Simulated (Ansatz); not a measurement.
The cluster MgBr2⁻, relaxed as a doublet with UKS r2SCAN-D4/def2-TZVPD in Ansatz, starting from the GFN1-xTB geometry. Force threshold 0.02 eV/Å.

The highest occupied level of the charge -1 doublet lies above zero (up to 0.25 eV). By energy differences its removal costs 2.01 eV (vertical, to the charge 0 singlet, at r2SCAN-D4/def2-TZVPD); a positive level beside a positive removal energy at the same level points to self-interaction error. The relaxation made no stability test and no search for a lower SCF solution. The structure comes from a short search, and lower isomers may exist.

Start:

```xyz
3

Mg   -0.4985    0.2595   -0.7376
Br   -1.3579    0.8202    1.7808
Br    1.8564   -1.0798   -1.0431
```

Q: Estimate the energy that the relaxation releases and the steps that it takes.

A: 0.25 eV, in 5 steps; 16 s on 4 threads of Arm Neoverse V1 on a shared host. No frequencies were taken in this run, so the end may be a saddle point.

Q: Does the start keep its bonding and symmetry?

A: By distances, no bond broke or formed. The bond that changes most is Mg1–Br3, from 2.73 to 2.48 Å (atoms count from 1). Point group C2v at the start, C2v at the end, both within 0.05 Å.

Q: Predict the relaxed structure.

A: 
```csv
atom,x (Å),y (Å),z (Å)
Mg1,-0.458,0.239,-0.682
Br2,-1.230,0.743,1.624
Br3,1.689,-0.982,-0.942
```
Bond lengths: 2 × Br–Mg 2.48 Å.
